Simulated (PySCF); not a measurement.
## Radial density of Re+ (rhenium, charge +1)

r2SCAN, [Xe] 4f14 5d5 6s1, high-spin 7S determinant. All numbers are calculated (PySCF 2.14, the spin-free X2C one-electron Hamiltonian (Gaussian nucleus), in x2c-TZVPPall (11s7p7d3f1g, 97 functions)).

```
r (bohr)  4πr²ρ (e/bohr)  4πr²(ρα − ρβ)
  0.0137           103.5         0.0001
  0.0231           90.32        -0.0043
  0.0388           118.4         0.0175
  0.0652           132.9         0.1271
   0.110           108.1         0.2775
   0.185           116.0         0.0076
   0.310           66.71         0.3674
   0.522           63.77         0.1063
   0.878           20.88         1.1618
    1.48           8.653         3.3328
    2.49           1.916         1.7291
    4.18          0.2519         0.2513
    7.03       0.0006010         0.0006
```

Densities and radii are taken from the X2C orbitals without a picture-change correction, which distorts them close to the nucleus.

Spin-orbit coupling, which splits the p, d and f shells strongly at this Z, is absent.

(1) Where is the radial spin density 4πr²(ρα − ρβ) most negative, and why is it negative at all?

Answers

(1) Around r = 0.0231 bohr, down to -0.0043 e/bohr: exchange with the open shell polarises the paired shells in an unrestricted calculation.
